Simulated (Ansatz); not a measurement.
Re2Te3: single points at one geometry.

```yaml
crystal:
  periodic: [false, false, false]
  atoms:
    - {symbol: Re, position_ang: [-0.999561, 0.805157, -0.322926]}
    - {symbol: Re, position_ang: [-0.455544, -1.167507, 0.425791]}
    - {symbol: Te, position_ang: [1.010920, 1.378078, -1.742442]}
    - {symbol: Te, position_ang: [-1.362584, 0.492382, 2.286877]}
    - {symbol: Te, position_ang: [1.806759, -1.508100, -0.647299]}
basis:
  gaussian: {orbitals: def2-TZVP, initial_orbitals: start.molden}
correlation: {method: mp2}
scf: {omitted_lower_state_checks: [starts]}
output: {orbitals: {seedname: orbitals}}
```

The file start.molden holds the orbitals of an earlier run on this structure, at another level or in another basis.

```sh
$ ansatz run in.yaml --threads 4 --pin off --events-out ev --progress --plain --max-ram 4787MiB
```

Shortened log:

```
Functional definition: HF
2182 factors; integrals over basis functions are off by at most 4.5e-4 eV
mean field evaluation 1: about -26010.7054 eV, gradient 2.2e1 eV
mean field evaluation 2: about -26012.6201 eV, gradient 3.4e0 eV
mean field evaluation 4: about -26013.9938 eV, gradient 3.2e0 eV
mean field evaluation 8: about -26014.0576 eV, gradient 2.0e-2 eV
mean field -26014.05760876 eV, -955.9989841602 hartree, gradient 8.2e-6 eV, S^2 0.000000; 0 other end points of the search recorded, 0 dependent functions left out; unrestricted orbitals would lower it
mean field evaluation 16: about -26014.6748 eV, gradient 5.7e0 eV
mean field evaluation 32: about -26018.4437 eV, gradient 2.4e-2 eV
unrestricted determinant -26018.44377371 eV, -956.1601727491 hartree, S^2 4.2838
12 core orbitals not correlated: weight in the atoms' cores, before any rotation towards them, 1.000 or more for the frozen orbitals, at most 0.000 for the correlated occupied ones
reference -26014.05760876 eV, -955.9989841602 hartree; 39, 39 occupied and 179, 179 virtual orbitals, 2182 factors
second order -66.40574567 eV of doubles, -0.00000000 eV of singles
Total energy: -26080.46335443 eV, -958.4393503022 hartree
Checks for a lower state left out: starts
```

Run time 38 s (4 threads of Arm Neoverse V1 on a shared host), peak host memory 1.1 GiB.

The first input with `gaussian: {orbitals: def2-SVP, initial_orbitals: start.molden}`, `hamiltonian: {xc: pbe, dispersion: d4}` and without the key `correlation` (abridged; 3.1 s):

```
Functional definition: PBE
mean field -26145.39591155 eV, -960.8255777636 hartree, gradient 9.5e-6 eV, S^2 0.000000
Total energy: -26145.88051791 eV, -960.8433867189 hartree
Checks for a lower state left out: starts
```

First input, but with `hamiltonian: {xc: pbe, dispersion: d4}`, `output: {forces: true, orbitals: {seedname: orbitals}}` and without the key `correlation` (abridged; 6 s):

```
Functional definition: PBE
mean field -26147.07476856 eV, -960.8872746208 hartree, gradient 1.5e-5 eV, S^2 0.000000
Total energy: -26147.55937555 eV, -960.9050835992 hartree
Atom 0 force     0.328318    -0.067374     0.086950 eV/Å
Atom 1 force     0.242334     0.246159    -0.031703 eV/Å
Atom 2 force    -0.309108    -0.137588     0.236453 eV/Å
Atom 3 force     0.112443    -0.136664    -0.440298 eV/Å
Atom 4 force    -0.373987     0.095467     0.148598 eV/Å
Dipole moment:    -0.252003    -0.019577     0.131470 e Å
Checks for a lower state left out: starts
```

The first input with `hamiltonian: {xc: hf}` and without the key `correlation` (abridged; 23 s):

```
Functional definition: HF
mean field -26014.05661739 eV, -955.9989477283 hartree, gradient 1.9e-5 eV, S^2 0.000000
Total energy: -26014.05661739 eV, -955.9989477283 hartree
Checks for a lower state left out: starts
```

The first input with `hamiltonian: {xc: {name: r2SCAN0}, dispersion: d4}` and without the key `correlation` (abridged; 31 s):

```
Functional definition: r2SCAN0
mean field -26147.98412193 eV, -960.9206927408 hartree, gradient 1.5e-5 eV, S^2 0.000000
Total energy: -26148.10572161 eV, -960.9251614467 hartree
Checks for a lower state left out: starts
```

First input, but with `gaussian: {orbitals: def2-SVP, initial_orbitals: start.molden}`, `correlation: {method: ccsd_t}` (abridged; 3.6 min):

```
Functional definition: HF
mean field evaluation 16: about -26001.5862 eV, gradient 3.3e1 eV
mean field evaluation 32: about -26008.7967 eV, gradient 2.6e0 eV
mean field evaluation 64: about -26009.1993 eV, gradient 5.8e-1 eV
mean field -26012.07345648 eV, -955.9260679090 hartree, gradient 3.4e-6 eV, S^2 0.000000; unrestricted orbitals would lower it
mean field evaluation 96: about -26015.9061 eV, gradient 4.7e0 eV
mean field evaluation 128: about -26011.9680 eV, gradient 1.1e0 eV
unrestricted determinant -26016.38269344 eV, -956.0844294463 hartree, S^2 4.2586
12 core orbitals not correlated: weight in the atoms' cores, before any rotation towards them, 1.000 or more for the frozen orbitals, at most 0.000 for the correlated occupied ones
second order -35.33564005 eV of doubles, -0.00000000 eV of singles
cycle   1  -24.88438025 eV  change     1.0e1 eV  update   6.2e-1
cycle   2  -30.06263346 eV  change    -5.2e0 eV  update   4.5e-1
cycle   3  -30.31858311 eV  change   -2.6e-1 eV  update   1.6e-1
cycle   4  -30.27373434 eV  change    4.5e-2 eV  update   9.7e-2
[...]
cycle  17  -31.05086479 eV  change   -1.2e-2 eV  update   2.5e-3
cycle  18  -31.04688605 eV  change    4.0e-3 eV  update   2.2e-3
cycle  19  -31.04285079 eV  change    4.0e-3 eV  update   1.1e-3
cycle  20  -31.04397058 eV  change   -1.1e-3 eV  update   7.3e-4
cycle  21  -31.04375174 eV  change    2.2e-4 eV  update   4.3e-4
cycle  22  -31.04385919 eV  change   -1.1e-4 eV  update   3.0e-4
cycle  23  -31.04423872 eV  change   -3.8e-4 eV  update   2.2e-4
cycle  24  -31.04411362 eV  change    1.3e-4 eV  update   1.6e-4
cycle  25  -31.04384248 eV  change    2.7e-4 eV  update   9.9e-5
cycle  26  -31.04376851 eV  change    7.4e-5 eV  update   6.1e-5
cycle  27  -31.04375824 eV  change    1.0e-5 eV  update   4.3e-5
perturbative correction -2.69575590 eV, -0.0990672019 hartree
WARN: the results are in doubt because among natural orbitals the method converges to other amplitudes
Total energy: -26045.81297062 eV, -957.1659721840 hartree
In doubt: among natural orbitals the method converges to other amplitudes
Checks for a lower state left out: starts
```

First input, but with `gaussian: {orbitals: def2-SVP, initial_orbitals: start.molden}`, `hamiltonian: {xc: pbe0, dispersion: d4}` and without the key `correlation` (abridged; 5.5 s):

```
Functional definition: PBE0
mean field -26142.07771899 eV, -960.7036364361 hartree, gradient 5.2e-5 eV, S^2 0.000000
Total energy: -26142.50011874 eV, -960.7191593407 hartree
Checks for a lower state left out: starts
```

Geometry: PBE-D4/def2-SVP.

In the def2 sets Re, Te take a core potential; there is no spin–orbit coupling. Correlated methods freeze 12 core orbitals; core or outer-core shells of Re, Te are correlated, in sets that lack core-valence functions. At MP2/def2-TZVP, HF/def2-TZVP, CCSD(T)/def2-SVP the restricted singlet (for correlated methods, its reference) is unstable: a solution with broken spin symmetry lies lower. The restricted singlet is unstable towards broken spin symmetry in Hartree–Fock (as tested in another run); at PBE-D4/def2-SVP, PBE-D4/def2-TZVP, r2SCAN0-D4/def2-TZVP, PBE0-D4/def2-SVP this wasn't settled. At CCSD(T)/def2-SVP the program marks the result for the charge 0 singlet as doubtful (other amplitudes). At CCSD(T)/def2-SVP T1 of the charge 0 singlet is large (up to 0.138), so the single-reference result is doubtful. No other spin state of charge 0 was run. The structure comes from a short search, and lower isomers may exist.
